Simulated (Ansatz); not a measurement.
C2H8AlFSi (`CC[SiH](F)[AlH2]`), relaxed with RKS PBE-D4/def2-SVP in the Gaussian-basis code of Ansatz from a rough embedded geometry. The force threshold is 0.03 eV/Å; the program also tests the step.

The species carries charge 0 and has multiplicity 1.

Start:

```xyz
13

C     0.224    1.890    0.779
C     0.603    0.484    0.489
Si   -0.742   -0.316   -0.528
F    -0.885    0.348   -2.025
Al   -0.183   -2.614   -0.874
H     1.087    2.406    1.348
H    -0.685    1.989    1.325
H     0.178    2.458   -0.218
H     0.748   -0.067    1.485
H     1.573    0.412   -0.049
H    -2.007   -0.264    0.229
H     0.055   -3.601    0.404
H     0.033   -3.125   -2.364
```

(1) How much energy does the relaxation release, and in how many steps? (Best estimate.)

(2) Which bonds change most? (An estimate is asked.)

(3) Give the relaxed structure. (Estimate.)

## Answers

(1) Ansatz gave: 36.06 kJ/mol, in 4 steps.

(2) The calculation gave: Si3–Al5 from 2.390 to 2.476 Å; C1–C2 from 1.485 to 1.535 Å; C1–H6 from 1.155 to 1.110 Å; C1–H7 from 1.066 to 1.109 Å.

(3) Computed: 
```xyz
13

C     0.277    2.000    0.767
C     0.605    0.521    0.521
Si   -0.715   -0.391   -0.493
F    -0.888    0.422   -1.929
Al   -0.157   -2.761   -0.942
H     1.074    2.508    1.348
H    -0.672    2.114    1.330
H     0.158    2.546   -0.191
H     0.710   -0.035    1.481
H     1.583    0.416    0.002
H    -2.035   -0.244    0.237
H     0.038   -3.764    0.299
H     0.024   -3.331   -2.431
```
